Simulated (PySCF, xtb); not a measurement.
C₄H₉NSi, SMILES N([Si@H](C#C)C)C. One conformer was computed; it need not be the lowest.

Harmonic wavenumbers (cm⁻¹) from GFN2-xTB in xtb at its own minimum, in rising order: 70, 102, 114, 133, 142, 178, 261, 295, 336, 473, 619, 649, 659, 682, 687, 768, 794, 836, 870, 1068, 1111, 1161, 1363, 1379, 1424, 1494, 1495, 1502, 1503, 2106, 2211, 2900, 2973, 3031, 3041, 3048, 3059, 3349, 3447.

What does B3LYP-D3(BJ)/def2-SVP (PySCF) give at its own minimum? (Estimate from the structure and the level; the computed values follow.)

69, 114, 123, 145, 158, 194, 286, 345, 376, 414, 584, 679, 731, 735, 748, 756, 795, 891, 905, 1097, 1141, 1153, 1271, 1395, 1434, 1435, 1454, 1470, 1496, 2147, 2173, 2972, 3031, 3047, 3101, 3120, 3134, 3456, 3590. Paired by order, the mean absolute difference is 41 cm⁻¹ and the zero-point energies are 73.4 and 74.6 kcal/mol.
